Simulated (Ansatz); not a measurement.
Steps of a relaxation of CH₃F₄OTa, SMILES `C[O][Ta]([F])([F])([F])[F]` with RKS PBE-D4/def2-SVP.

```sh
$ ansatz run in.yaml --threads 4 --pin off --events-out ev --progress --plain --max-ram 11315MiB
```

```yaml
crystal:
  periodic: [false, false, false]
  atoms:
    - {symbol: C, position_ang: [0.484500, -1.862900, -0.035900]}
    - {symbol: O, position_ang: [-0.584500, -0.922600, -0.310800]}
    - {symbol: Ta, position_ang: [0.036900, 1.334500, 0.278300]}
    - {symbol: F, position_ang: [-1.891400, 0.502200, -0.210000]}
    - {symbol: F, position_ang: [-0.826900, 3.154800, -1.059000]}
    - {symbol: F, position_ang: [-1.338200, 2.956400, 1.473000]}
    - {symbol: F, position_ang: [2.068200, 0.945700, -0.269600]}
    - {symbol: H, position_ang: [1.443400, -1.317700, -0.263000]}
    - {symbol: H, position_ang: [0.327000, -2.127300, 1.050700]}
    - {symbol: H, position_ang: [0.364200, -2.714300, -0.650800]}
basis:
  gaussian: {orbitals: def2-SVP}
hamiltonian: {xc: pbe, dispersion: d4}
relax: {f_tol: 0.03, max_steps: 200}
```

Positions (Å) and forces (eV/Å) along the path, 13 of 16 steps:

```xyz
10
step=1 energy=-15526.4688 eV
C     0.484   -1.863   -0.036   -0.562    2.543    1.272
O    -0.585   -0.923   -0.311    5.048    0.522    0.841
Ta    0.037    1.335    0.278   -7.201    0.379   -4.301
F    -1.891    0.502   -0.210    0.851    5.189    1.408
F    -0.827    3.155   -1.059    2.391   -3.534    1.539
F    -1.338    2.956    1.473    2.985   -3.281   -0.962
F     2.068    0.946   -0.270   -4.090    0.954    1.313
H     1.443   -1.318   -0.263   -0.004   -0.795    0.402
H     0.327   -2.127    1.051    0.717   -0.302   -0.435
H     0.364   -2.714   -0.651   -0.135   -1.673   -1.077
10
step=2 energy=-15530.8388 eV
C     0.498   -1.854   -0.024   -0.168    1.786    0.392
O    -0.491   -0.863   -0.294    2.626    1.594    0.834
Ta   -0.122    1.359    0.168   -4.842    1.209   -2.659
F    -1.899    0.623   -0.183    0.519    3.376    0.597
F    -0.755    3.053   -1.023    2.128   -3.770    1.276
F    -1.247    2.855    1.448    2.768   -3.398   -1.132
F     1.932    0.977   -0.230   -3.919    0.895    0.970
H     1.461   -1.340   -0.250    0.436   -0.788    0.402
H     0.347   -2.136    1.050    0.582   -0.279   -0.199
H     0.360   -2.725   -0.660   -0.130   -0.627   -0.481
10
step=3 energy=-15534.0008 eV
C     0.503   -1.816   -0.018    0.030    1.040    0.021
O    -0.423   -0.778   -0.260    1.036    1.715    0.563
Ta   -0.251    1.409    0.103    0.636   -0.899    0.319
F    -1.911    0.736   -0.179   -2.490    1.177   -0.324
F    -0.673    2.890   -0.985    1.007   -0.958   -0.991
F    -1.134    2.704    1.399    2.014   -2.449   -0.436
F     1.768    1.017   -0.197   -3.152    0.976    0.695
H     1.489   -1.364   -0.234    0.642   -0.631    0.332
H     0.367   -2.139    1.042    0.458   -0.171   -0.059
H     0.348   -2.710   -0.667   -0.181    0.200   -0.119
10
step=4 energy=-15535.7219 eV
C     0.511   -1.767   -0.014    0.136    0.483    0.049
O    -0.382   -0.688   -0.223    0.705    1.065    0.569
Ta   -0.283    1.361    0.103   -1.090   -1.539   -0.680
F    -2.022    0.801   -0.203   -1.420    0.833   -0.317
F    -0.596    2.806   -1.057    0.755   -0.595   -0.833
F    -1.008    2.556    1.406    1.119   -1.003    0.751
F     1.608    1.071   -0.156   -0.641    0.560    0.369
H     1.535   -1.392   -0.215    0.392   -0.409    0.225
H     0.394   -2.137    1.035    0.286    0.040   -0.106
H     0.326   -2.661   -0.672   -0.241    0.565   -0.028
10
step=5 energy=-15536.7184 eV
C     0.526   -1.716   -0.001    0.045   -0.297    0.002
O    -0.353   -0.618   -0.169    0.650   -0.625    0.342
Ta   -0.358    1.288    0.064   -0.980    0.707   -0.249
F    -2.157    0.859   -0.263   -0.714    0.573   -0.245
F    -0.523    2.721   -1.154    0.454   -0.591   -0.465
F    -0.890    2.428    1.496    0.807   -0.956    0.316
F     1.545    1.113   -0.126   -0.277    0.426    0.245
H     1.578   -1.415   -0.196    0.050   -0.021    0.112
H     0.425   -2.128    1.032    0.140    0.179   -0.087
H     0.291   -2.584   -0.680   -0.174    0.605    0.030
10
step=6 energy=-15537.2520 eV
C     0.537   -1.699    0.011    0.079   -0.382   -0.074
O    -0.343   -0.609   -0.106    0.095   -0.133    0.225
Ta   -0.416    1.287    0.024   -0.496    0.275   -0.074
F    -2.240    0.945   -0.310   -0.445    0.309   -0.188
F    -0.460    2.636   -1.294    0.281   -0.353   -0.224
F    -0.804    2.272    1.586    0.484   -0.534    0.125
F     1.494    1.160   -0.041   -0.089    0.380    0.123
H     1.580   -1.398   -0.228    0.055    0.018    0.068
H     0.492   -2.116    1.042    0.081    0.101   -0.024
H     0.244   -2.530   -0.680   -0.044    0.320    0.043
10
step=7 energy=-15537.5346 eV
C     0.547   -1.689    0.022   -0.040   -0.239   -0.041
O    -0.358   -0.610    0.017    0.048    0.000    0.073
Ta   -0.475    1.269   -0.003    0.026    0.150    0.199
F    -2.319    1.065   -0.368   -0.320    0.105   -0.121
F    -0.369    2.509   -1.419    0.066   -0.108   -0.207
F    -0.730    2.120    1.650    0.131   -0.187    0.061
F     1.437    1.252    0.022    0.031    0.132    0.030
H     1.571   -1.365   -0.258    0.017    0.097    0.003
H     0.579   -2.141    1.038   -0.002    0.015   -0.041
H     0.200   -2.462   -0.698    0.043    0.035    0.044
10
step=9 energy=-15537.6294 eV
C     0.557   -1.686    0.005   -0.152   -0.075   -0.024
O    -0.360   -0.605    0.020    0.052   -0.028   -0.050
Ta   -0.491    1.258    0.001   -0.107   -0.009   -0.023
F    -2.385    1.255   -0.216    0.049    0.024    0.026
F    -0.349    2.178   -1.641   -0.006   -0.023   -0.014
F    -0.665    2.063    1.693    0.009    0.019    0.013
F     1.409    1.409    0.137    0.041    0.026    0.029
H     1.590   -1.317   -0.152    0.059    0.037    0.018
H     0.495   -2.224    0.972    0.033   -0.007   -0.013
H     0.284   -2.383   -0.815    0.022    0.035    0.038
10
step=10 energy=-15537.6259 eV rejected
C     0.559   -1.690   -0.004    0.007   -0.059   -0.015
O    -0.361   -0.609   -0.026    0.071    0.018    0.020
Ta   -0.497    1.252   -0.003   -0.059    0.077   -0.230
F    -2.404    1.337   -0.113    0.249   -0.015   -0.015
F    -0.373    2.042   -1.723   -0.022   -0.084    0.310
F    -0.622    2.069    1.694   -0.041   -0.008   -0.010
F     1.397    1.474    0.176   -0.129   -0.027   -0.097
H     1.606   -1.304   -0.053   -0.166   -0.081    0.022
H     0.417   -2.271    0.935    0.043    0.067   -0.140
H     0.362   -2.352   -0.880    0.046    0.110    0.156
10
step=12 energy=-15537.6356 eV
C     0.558   -1.708    0.002    0.036   -0.032    0.023
O    -0.315   -0.594   -0.030    0.001   -0.014    0.016
Ta   -0.488    1.260   -0.007    0.012    0.086   -0.016
F    -2.390    1.304   -0.130    0.046   -0.016   -0.008
F    -0.398    2.104   -1.692   -0.007   -0.019    0.034
F    -0.635    2.066    1.694    0.000   -0.019   -0.004
F     1.401    1.527    0.136   -0.044   -0.012   -0.018
H     1.618   -1.366   -0.042   -0.096   -0.044    0.008
H     0.392   -2.280    0.941    0.020    0.046   -0.085
H     0.342   -2.363   -0.868    0.032    0.024    0.049
10
step=14 energy=-15537.6367 eV
C     0.556   -1.705    0.007    0.034   -0.060    0.002
O    -0.315   -0.594   -0.027   -0.042    0.073   -0.001
Ta   -0.487    1.262   -0.009   -0.001   -0.007   -0.001
F    -2.387    1.295   -0.127    0.006   -0.003    0.001
F    -0.413    2.112   -1.692   -0.002    0.000    0.002
F    -0.621    2.060    1.695    0.000    0.000   -0.001
F     1.403    1.523    0.109   -0.002    0.000   -0.001
H     1.613   -1.366   -0.005    0.008    0.006    0.002
H     0.368   -2.292    0.928   -0.002   -0.005    0.005
H     0.365   -2.347   -0.877    0.001   -0.004   -0.007
10
step=15 energy=-15537.6369 eV
C     0.556   -1.707    0.009    0.020   -0.033    0.000
O    -0.313   -0.592   -0.030   -0.011    0.023    0.001
Ta   -0.486    1.263   -0.011   -0.002    0.004    0.004
F    -2.387    1.294   -0.117   -0.003   -0.001   -0.001
F    -0.423    2.113   -1.694   -0.001    0.000   -0.002
F    -0.613    2.061    1.693    0.001    0.000   -0.001
F     1.404    1.530    0.098    0.003   -0.001    0.000
H     1.615   -1.371    0.020   -0.007    0.002    0.001
H     0.350   -2.303    0.921   -0.001    0.003   -0.004
H     0.380   -2.340   -0.885    0.001    0.004    0.002
10
step=16 energy=-15537.6370 eV
C     0.556   -1.709    0.011    0.009   -0.009    0.002
O    -0.308   -0.590   -0.033    0.000    0.000    0.003
Ta   -0.485    1.264   -0.014    0.006   -0.001   -0.004
F    -2.387    1.292   -0.104   -0.001   -0.001    0.003
F    -0.439    2.111   -1.699    0.003   -0.002    0.004
F    -0.599    2.064    1.691   -0.003    0.000   -0.001
F     1.404    1.537    0.081   -0.001    0.001   -0.002
H     1.615   -1.375    0.059   -0.025   -0.009   -0.001
H     0.321   -2.320    0.908    0.007    0.012   -0.021
H     0.404   -2.326   -0.899    0.005    0.010    0.019
```

Run time 39 s (4 threads of an Arm Neoverse V1 on a shared host); peak host memory 0.2 GiB.
